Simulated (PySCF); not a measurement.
## BiCl3: one-bond stretch

These are results of PBE0/[Bi def2-SVP with ECP60, Cl def2-SVP], scalar-relativistic core potentials, density fitting, no spin–orbit coupling, PySCF, not measurements.

Rigid scan from the singlet minimum (Bi–Cl 2.458 Å (×3); Cl–Bi–Cl 99.1° (×3)). Coordinate: the bond from Bi to the last atom (Cl) scaled, the rest fixed. Energies in kJ/mol from the minimum.

Predict the curve at 0.92, 0.96, 1.00, 1.05, 1.12, 1.20, 1.35, 1.55, 1.80, 2.20.


| scale of one bond | E (kJ/mol) | dipole size (D) |
| --- | --- | --- |
| 0.92 | 32.0 | 3.88 |
| 0.96 | 6.9 | 3.96 |
| 1.00 | 0.0 | 4.11 |
| 1.05 | 8.0 | 4.37 |
| 1.12 | 37.0 | 4.81 |
| 1.20 | 81.2 | 5.34 |
| 1.35 | 166.4 | 6.28 |
| 1.55 | 258.1 | – |
| 1.80 | 332.3 | – |
| 2.20 | 388.2 | – |

At long bonds a restricted determinant can lie too high, and another spin state can fall below this curve.

Spin–orbit coupling, left out here, can matter for elements this heavy.

The scan took 11 s on 2 threads of a shared Arm Neoverse V2 host; the process peaked at 0.95 GiB. Launch command: `OMP_NUM_THREADS=2 python axn.py task.json out`.
